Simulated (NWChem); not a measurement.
System: CH7NSi2; SMILES C1N[SiH2][SiH2]1

Here is an NWChem input.

```
start job
memory heap 200 mb stack 900 mb global 1100 mb
geometry units angstroms noautoz
  C      1.317260     0.679938     0.000000
  N      1.115934    -0.767561     0.000000
  Si    -0.584759    -1.150838     0.000000
  Si    -0.545864     1.184305     0.000000
  H      1.857833     1.052004     0.891398
  H      1.857833     1.052004    -0.891398
  H      1.929998    -1.372190     0.000000
  H     -1.091594    -1.898874    -1.198692
  H     -1.091594    -1.898874     1.198692
  H     -0.990344     1.935805    -1.214014
  H     -0.990344     1.935805     1.214014
end
basis spherical
  C library 3-21g
  N library 3-21g
  Si library 3-21g
  H library 3-21g
end
dft
  xc hfexch
  iterations 150
  mulliken
end
task dft energy
```

Output (shortened):

```
             Northwest Computational Chemistry Package (NWChem) 7.3.0
             --------------------------------------------------------

 CS  symmetry detected

                             Geometry "geometry" -> ""
                             -------------------------

 Output coordinates in angstroms (scale by  1.889725989 to convert to a.u.)

  No.       Tag          Charge          X              Y              Z
 ---- ---------------- ---------- -------------- -------------- --------------
    1 C                    6.0000     1.26860381     0.71721288     0.00000000
    2 N                    7.0000     1.10909897    -0.73548933     0.00000000
    3 Si                  14.0000    -0.57983542    -1.16764505     0.00000000
    4 Si                  14.0000    -0.60828852     1.16764852     0.00000000
    5 H                    1.0000     1.79822383     1.10471116     0.89139800
    6 H                    1.0000     1.79822383     1.10471116    -0.89139800
    7 H                    1.0000     1.94025847    -1.31639406     0.00000000
    8 H                    1.0000    -1.06489068    -1.92998420    -1.19869200
    9 H                    1.0000    -1.06489068    -1.92998420     1.19869200
   10 H                    1.0000    -1.07425260     1.90601984    -1.21401400
   11 H                    1.0000    -1.07425260     1.90601984     1.21401400

 Effective nuclear repulsion energy (a.u.)     219.4918512533

      Symmetry information
      --------------------

 Group name             Cs
 Group number              2
 Group order               2
 No. of unique centers     8

  xc_inp: hfexch multiplicative factor not found.

                                 NWChem DFT Module
                                 -----------------

 Summary of "ao basis" -> "ao basis" (spherical)
 ------------------------------------------------------------------------------
       Tag                 Description            Shells   Functions and Types
 ---------------- ------------------------------  ------  ---------------------
 C                           3-21g                   5        9   3s2p
 N                           3-21g                   5        9   3s2p
 Si                          3-21g                   7       13   4s3p
 H                           3-21g                   2        2   2s

      Symmetry analysis of basis
      --------------------------

        a'         42
        a"         16

            General Information
            -------------------
          SCF calculation type: DFT
          Wavefunction type:  closed shell.
          No. of atoms     :    11
          No. of electrons :    48
           Alpha electrons :    24
            Beta electrons :    24
          Charge           :     0
          Spin multiplicity:     1
          Use of symmetry is: on ; symmetry adaption is: on
          Maximum number of iterations: 150
          AO basis - number of functions:    58
                     number of shells:    38
          Convergence on energy requested:  1.00D-06
          Convergence on density requested:  1.00D-05
          Convergence on gradient requested:  5.00D-04

              XC Information
              --------------
                     Hartree-Fock (Exact) Exchange  1.000

      Superposition of Atomic Density Guess
      -------------------------------------

 Sum of atomic energies:        -669.61694942

      Non-variational initial energy
      ------------------------------

 Total energy =    -671.598519
 1-e energy   =   -1361.993016
 2-e energy   =     470.902646
 HOMO         =      -0.263223
 LUMO         =       0.049381

      Symmetry analysis of molecular orbitals - initial
      -------------------------------------------------

  Numbering of irreducible representations:

     1 a'          2 a"

  Orbital symmetries:

     1 a'          2 a'          3 a'          4 a'          5 a'
     6 a'          7 a'          8 a'          9 a"         10 a"
    11 a'         12 a'         13 a'         14 a'         15 a'
    16 a'         17 a'         18 a"         19 a'         20 a"
    21 a"         22 a'         23 a'         24 a"         25 a'
    26 a'         27 a"         28 a'         29 a'         30 a'
    31 a'         32 a"         33 a'         34 a'

     ---------------------------------------------
      Total Density - Mulliken Population Analysis
     ---------------------------------------------

    Atom       Charge   Shell Charges
 -----------   ------   -------------------------------------------------------
    1 C    6     6.55   1.99  0.38  1.46  1.10  1.62
    2 N    7     8.10   1.99  0.39  1.91  1.29  2.52
    3 Si  14    13.22   2.00  1.98  5.86  0.70  1.32  0.60  0.77
    4 Si  14    13.51   2.00  1.98  5.86  0.71  1.42  0.66  0.88
    5 H    1     0.77   0.42  0.35
    6 H    1     0.77   0.42  0.35
    7 H    1     0.61   0.37  0.24
    8 H    1     1.14   0.40  0.74
    9 H    1     1.14   0.40  0.74
   10 H    1     1.09   0.40  0.70
   11 H    1     1.09   0.40  0.70

   convergence    iter        energy       DeltaE   RMS-Dens  Diis-err
 ---------------- ----- ----------------- --------- --------- ---------
 d= 0,ls=0.0,diis     1   -670.5996951596 -8.90D+02  7.87D-03  2.07D-01
 d= 0,ls=0.0,diis     2   -670.6293606592 -2.97D-02  2.90D-03  3.38D-02
 d= 0,ls=0.0,diis     3   -670.6333594991 -4.00D-03  9.77D-04  3.55D-03
 d= 0,ls=0.0,diis     4   -670.6338535333 -4.94D-04  1.54D-04  1.84D-05
 d= 0,ls=0.0,diis     5   -670.6338591339 -5.60D-06  3.92D-05  1.63D-06
 d= 0,ls=0.0,diis     6   -670.6338596114 -4.78D-07  1.40D-05  1.45D-07
 d= 0,ls=0.0,diis     7   -670.6338596649 -5.35D-08  6.47D-06  2.10D-08

         Total DFT energy =     -670.633859664919
      One electron energy =    -1364.242841349061
           Coulomb energy =      529.041093111027
    Exchange-Corr. energy =      -54.923962680223
 Nuclear repulsion energy =      219.491851253337

 Numeric. integr. density =        0.000000000000

                  Occupations of the irreducible representations
                  ----------------------------------------------

                     irrep           alpha         beta
                     --------     --------     --------
                     a'               18.0         18.0
                     a"                6.0          6.0

                       DFT Final Molecular Orbital Analysis
                       ------------------------------------

 Vector   22  Occ=2.000000D+00  E=-4.291266D-01  Symmetry=a'
              MO Center=  3.8D-01,  6.8D-01, -4.4D-16, r^2= 3.2D+00
   Bfn.  Coefficient  Atom+Function         Bfn.  Coefficient  Atom+Function
  ----- ------------  ---------------      ----- ------------  ---------------
     7      0.330469   1 C  px                3      0.272937   1 C  px
    38     -0.229137   4 Si px               16     -0.226825   2 N  px
    15      0.193545   2 N  s                56      0.184870  10 H  s
    58      0.184870  11 H  s                39      0.181859   4 Si py
    12     -0.166968   2 N  px                6     -0.159674   1 C  s

 Vector   23  Occ=2.000000D+00  E=-3.729783D-01  Symmetry=a'
              MO Center= -5.1D-01,  4.6D-02, -6.0D-16, r^2= 3.4D+00
   Bfn.  Coefficient  Atom+Function         Bfn.  Coefficient  Atom+Function
  ----- ------------  ---------------      ----- ------------  ---------------
    26      0.312137   3 Si py               39     -0.281547   4 Si py
     7      0.247952   1 C  px               30      0.203608   3 Si py
    43     -0.202701   4 Si py                6     -0.197048   1 C  s
    28      0.182154   3 Si s                 3      0.169477   1 C  px
    41      0.168623   4 Si s                52     -0.161453   8 H  s

 Vector   24  Occ=2.000000D+00  E=-3.540028D-01  Symmetry=a"
              MO Center=  8.4D-01, -6.5D-01, -1.0D-16, r^2= 2.7D+00
   Bfn.  Coefficient  Atom+Function         Bfn.  Coefficient  Atom+Function
  ----- ------------  ---------------      ----- ------------  ---------------
    18      0.567101   2 N  pz               14      0.410168   2 N  pz
    52      0.294031   8 H  s                54     -0.294031   9 H  s
    46     -0.164644   5 H  s                48      0.164644   6 H  s
    31      0.160481   3 Si pz                5     -0.128604   1 C  pz
    45     -0.117537   5 H  s                47      0.117537   6 H  s

 Vector   25  Occ=0.000000D+00  E= 1.171895D-01  Symmetry=a'
              MO Center= -5.8D-01, -8.7D-02, -4.7D-16, r^2= 6.1D+00
   Bfn.  Coefficient  Atom+Function         Bfn.  Coefficient  Atom+Function
  ----- ------------  ---------------      ----- ------------  ---------------
    43      1.077732   4 Si py               30      1.045175   3 Si py
    28      0.921685   3 Si s                41     -0.862299   4 Si s
    29     -0.584631   3 Si px               42      0.483315   4 Si px
    15      0.326047   2 N  s                 6     -0.274178   1 C  s
    25     -0.143389   3 Si px               26      0.135887   3 Si py

 Vector   26  Occ=0.000000D+00  E= 1.506616D-01  Symmetry=a'
              MO Center= -7.6D-01,  2.9D-01,  3.6D-16, r^2= 5.2D+00
   Bfn.  Coefficient  Atom+Function         Bfn.  Coefficient  Atom+Function
  ----- ------------  ---------------      ----- ------------  ---------------
    42     -1.014365   4 Si px                6      0.933681   1 C  s
    29     -0.680912   3 Si px               15      0.564662   2 N  s
     7     -0.433084   1 C  px               43      0.334973   4 Si py
    56     -0.306991  10 H  s                58     -0.306991  11 H  s
    30     -0.243149   3 Si py               52     -0.233001   8 H  s

[...]
```

Level: Hartree-Fock/3-21G. All runs use the structure optimised with PBE0/def2-SVP.
